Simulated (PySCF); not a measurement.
Computed properties of TeCl3, SMILES Cl[Te+](Cl)Cl, charge +1

TeCl3, SMILES Cl[Te+](Cl)Cl, charge +1. Geometry: B3LYP-D3(BJ)/def2-SVP. The multiplicity is an assumed one; other spin states were not compared. The isomer is the one that the SMILES or the coordinates give; other isomers of the formula were not compared. The def2 effective core potentials stand for the cores of Te; spin–orbit coupling is left out. The values are those of a single conformer. All values are computed for the isolated molecule unless a solvent is named; none is compared with measurement here.

**Structure.** The optimised structure has C3v symmetry. All 6 harmonic modes at B3LYP-D3(BJ)/def2-SVP (PySCF) are real, so it is a minimum. With heavy atoms numbered as in [Te+:1]([Cl:2])([Cl:3])[Cl:4], the shortest bond between them is Te1–Cl4 at 2.319 Å and the longest Te1–Cl3 at 2.319 Å.

**Vibrations.** The strongest infrared lines (harmonic, unscaled, degenerate partners summed) lie at 393 cm⁻¹ (83 km/mol, Cl 75 %, Te 25 %), 397 cm⁻¹ (6 km/mol, Cl 83 %, Te 17 %), 151 cm⁻¹ (3 km/mol, Cl 71 %, Te 29 %). The softest mode is at 123 cm⁻¹ and the zero-point energy is 2.3 kcal/mol.

**Electronic structure.** r2SCAN/def2-TZVPD (PySCF) places the frontier levels at -13.88 and -9.38 eV, a gap of 4.50 eV and a mean polarisability of 77.2 bohr³. PBE/def2-TZVPD (PySCF) at the same geometry gives -13.52 and -9.48 eV, so its gap is 0.46 eV narrower. An orbital gap is neither the optical nor the fundamental gap.

**Excitations.** TDA-B3LYP/def2-SVPD (PySCF) has S1 at 4.44 eV (279 nm, f = 0.000, dark); the most intense of the 10 singlets computed lies at 4.55 eV (f = 0.01). Strengths of degenerate partners are summed. T1 (TDA) is at 3.91 eV, 0.53 eV under S1. TDA-PBE/def2-SVPD (PySCF) puts S1 at 4.03 eV. No vertical singlet excitation falls in the visible range (under 3.1 eV).
